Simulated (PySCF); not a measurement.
## Working with the constants of CsH⁺

UHF-CCSD(T) constants of CsH⁺, ²Σ⁺ (doublet), unpaired electrons σ ↑ (Cs def2-SVPD with ECP46, H def2-SVPD; scalar-relativistic core potentials (PySCF 2.14); masses 132.9054 and 1.0078 u):

* ωe: 184.4 cm⁻¹
* ωexe: 36.8 cm⁻¹
* Be: 1.3573 cm⁻¹
* αe: 0.237 cm⁻¹
* De to Cs⁺ + H: 0.035 eV

(1) What force constant and bond length do these constants imply?

(2) Estimate the centrifugal constant D from the Kratzer relation and find the Dunham coefficient a1.

Correlated steps freeze no core orbitals. The bond is weak. Basis-set superposition, not corrected here, can be much of De in a small basis, most of all at correlated wavefunction levels. Spin–orbit coupling is left out. For an ion De counts to the pair picked by the measured ionisation energies or electron affinities, which need not be the lowest pair at this level. The state was picked by a PBE0 search and need not be the measured ground state.

Answers

(1) Reduced mass μred = 1.0002 u; k = 5.8918×10⁻⁷·μred·ωe² (u, cm⁻¹, mdyn/Å) = 0.0200 mdyn/Å; Re = √(16.8576/(μred·Be)) (u, cm⁻¹, Å) = 3.524 Å.

(2) D = 4Be³/ωe² = 0.000294 cm⁻¹; a1 = −1 − αeωe/(6Be²) = -4.95.
